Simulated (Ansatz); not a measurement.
CH3InO4 (`O=[C](O)[In]([OH])[OH]`) at its PBE0-D4/def2-TZVP geometry, where that method's forces vanish. The species carries charge 0 and has multiplicity 1. In: def2 effective core potential.

```csv
atom,x (Å),y (Å),z (Å)
O1,-1.600,-1.701,-0.652
C2,-1.165,-0.588,-0.706
O3,-1.758,0.407,-1.383
In4,0.658,0.084,0.281
O5,0.858,0.607,2.182
O6,2.416,0.150,-0.611
H7,-2.559,0.044,-1.802
H8,0.044,0.574,2.689
H9,3.105,0.423,0.002
```

For each bond, give half the difference of the two atoms' forces along it (eV/Å; positive pushes the atoms apart) under PBE-D4, r2SCAN-D4, B3LYP-D4, ωB97M-V in def2-TZVPP. (An estimate is asked.)

The calculation gave: 
```csv
bond,length (Å),PBE-D4,r2SCAN-D4,B3LYP-D4,ωB97M-V
O1–C2,1.195,0.84,0.29,0.11,0.13
C2–O3,1.342,0.25,0.24,0.24,0.30
C2–In4,2.180,-0.41,-0.19,-0.13,-0.24
O3–H7,0.974,0.45,0.04,-0.03,-0.15
In4–O5,1.981,0.27,0.11,0.18,0.01
In4–O6,1.972,0.32,0.13,0.19,0.01
O5–H8,0.960,0.40,0.05,-0.02,-0.06
O6–H9,0.961,0.40,0.03,-0.02,-0.06
```

B3LYP here is the variant with VWN-RPA as its local correlation; programs differ in this.

All numbers were calculated with Ansatz.
